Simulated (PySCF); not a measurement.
CCl3F.

```xyz
5

F      0.0000     0.0000     1.5915
C      0.0000     0.0000     0.2508
Cl    -1.4594    -0.8426    -0.3104
Cl     1.4594    -0.8426    -0.3104
Cl     0.0000     1.6852    -0.3104
```

Geometry optimised at B3LYP-D3(BJ)/def2-TZVP.

All values below come from KT2/pcSseg-2 run with PySCF. Non-relativistic, no solvent.

Problem. Give the absolute GIAO shielding of each atom: isotropic value and principal components (ppm). (Estimate from the structure and the level; the computed values follow.)

Solution. 
```csv
atom,σ(iso),σ11,σ22,σ33,span
F1,125.1,93.0,93.0,189.3,96.4
C2,28.9,27.2,27.2,32.4,5.2
Cl3,353.9,34.3,92.6,934.7,900.4
Cl4,353.9,34.3,92.6,934.7,900.4
Cl5,353.9,34.3,92.6,934.7,900.4
```
